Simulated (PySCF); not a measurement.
Species: C6H7F2N.
Numbering: `[CH3:1][n:2]1[cH:3][cH:4][c:5]([CH:6]([F:7])[F:8])[cH:9]1` (hydrogens: H10, H11, H12 on C1; H13 on C3; H14 on C4; H15 on C6; H16 on C9)

Vertical excitations from PySCF (density fitting, frozen core in the response, grid level 2 and gas phase unless stated; continuum runs use non-equilibrium linear response for the excitations) on a GFN2-xTB geometry. Reference run:

```
                              settings    S1, eV (f)    S2, eV (f)    S3, eV (f)    S4, eV (f)    S5, eV (f)    S6, eV (f)  T1, eV (Tamm–Dancoff)  mean α (au)
PBE0/def2-SVPD, full TDDFT, 8 singlets  6.01 (0.001)  6.14 (0.076)  6.39 (0.025)  6.73 (0.007)  6.80 (0.015)  7.03 (0.023)                   4.28         78.0
```

Q: What do these settings give: (1) PBE0/pcSseg-1, grid level 3, damping 0.1 at the start, DIIS from the seventh cycle, full TDDFT, 1 singlet; (2) WP04/def2-SVPD, full TDDFT, 3 singlets?

A: 
```tsv
settings	S1, eV (f)	S2, eV (f)	S3, eV (f)	S4, eV (f)	S5, eV (f)	S6, eV (f)	T1, eV (Tamm–Dancoff)	mean α (au)
PBE0/pcSseg-1, grid level 3, damping 0.1 at the start, DIIS from the seventh cycle, full TDDFT, 1 singlet	6.27 (0.076)	–	–	–	–	–	4.33	67.4
WP04/def2-SVPD, full TDDFT, 3 singlets	5.97 (0.052)	6.23 (0.039)	6.42 (0.001)	–	–	–	–	74.4
```

(1) S1 moves by +0.26 eV. (2) S1 moves by -0.04 eV (WP04 has 12 % exact exchange, PBE0 25 % exact exchange). States are counted by energy in each run and needn't keep their character from row to row.

WP04 was designed for NMR shieldings or shifts; total energies of different functionals aren't comparable.

Q: Give the leading configurations of S1 (H = HOMO, L = LUMO) and the HOMO–LUMO gap of each run.

A: 
```
                                                                                                 settings        S1 configurations (weight)  S1 (eV)  orbital gap (eV)  S1 − gap (eV)
                                                                   PBE0/def2-SVPD, full TDDFT, 8 singlets                        H→L+1 0.97     6.01              6.84          -0.83
PBE0/pcSseg-1, grid level 3, damping 0.1 at the start, DIIS from the seventh cycle, full TDDFT, 1 singlet                          H→L 0.87     6.27              6.94          -0.67
                                                                   WP04/def2-SVPD, full TDDFT, 3 singlets  H→L 0.72, H−1→L 0.12, H→L+1 0.11     5.97              5.83          +0.14
```

Shape of the structure used: `[CH3:1][n:2]1[cH:3][cH:4][c:5]([CH:6]([F:7])[F:8])[cH:9]1`: C4–C5–C6–F7 121°.

One conformer stands for the species.
